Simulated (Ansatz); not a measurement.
Abridged output of a molecular run in Ansatz:

```
Functional definition: HF
1574 factors; integrals over basis functions are off by at most 9.9e-4 eV
mean field evaluation 1: about -13341.3780 eV, gradient 5.0e1 eV
mean field evaluation 2: about -13341.5767 eV, gradient 5.1e1 eV
mean field evaluation 4: about -13346.5207 eV, gradient 3.5e0 eV
mean field evaluation 8: about -13346.5987 eV, gradient 3.2e-1 eV
mean field evaluation 16: about -13346.5993 eV, gradient 1.4e-6 eV
mean field -13346.59927201 eV, -490.4784765963 hartree, gradient 1.4e-6 eV, S^2 0.000000; 0 other end points of the search recorded, 0 dependent functions left out
8 core orbitals not correlated: weight in the atoms' cores, before any rotation towards them, 1.000 or more for the frozen orbitals, at most 0.000 for the correlated occupied ones
reference -13346.59927201 eV, -490.4784765963 hartree; 20, 20 occupied and 202, 202 virtual orbitals, 1574 factors
second order -31.29109951 eV of doubles, -0.00000000 eV of singles
cycle   1  -30.68488305 eV  change    6.1e-1 eV  update   1.4e-1
cycle   2  -31.39656908 eV  change   -7.1e-1 eV  update   4.8e-2
cycle   3  -31.59113220 eV  change   -1.9e-1 eV  update   2.6e-2
cycle   4  -31.58314401 eV  change    8.0e-3 eV  update   7.9e-3
cycle   5  -31.57493477 eV  change    8.2e-3 eV  update   3.5e-3
cycle   6  -31.57677437 eV  change   -1.8e-3 eV  update   1.2e-3
cycle   7  -31.57716766 eV  change   -3.9e-4 eV  update   4.9e-4
cycle   8  -31.57681096 eV  change    3.6e-4 eV  update   1.7e-4
cycle   9  -31.57678487 eV  change    2.6e-5 eV  update   7.1e-5
cycle  10  -31.57687474 eV  change   -9.0e-5 eV  update   2.9e-5
cycle  11  -31.57681455 eV  change    6.0e-5 eV  update   1.2e-5
cycle  12  -31.57681673 eV  change   -2.2e-6 eV  update   5.2e-6
perturbative correction -1.08071907 eV, -0.0397156934 hartree
Total energy: -13379.25680781 eV, -491.6786189011 hartree
```

Its atoms:

Cartesian coordinates in Å:
```
F -0.932 -0.957 -2.140
Sn -1.841 0.118 -0.791
F -1.932 -1.298 0.548
C 1.022 -0.131 0.010
C 0.541 0.847 0.778
H 0.837 -1.173 0.243
H 1.598 0.077 -0.885
H 0.728 1.892 0.555
H -0.021 0.626 1.681
```

Problem. Which basis set was used?
A. def2-TZVPP
B. def2-SVP
C. def2-TZVPPD
D. cc-pV(Q+d)Z

Solution. A. It gives 230 functions.

Problem. Write the keys of the input that set method, charge and spin (a neutral closed shell needs none for the last two).

Solution. 
```yaml
correlation: {method: ccsd_t}
```
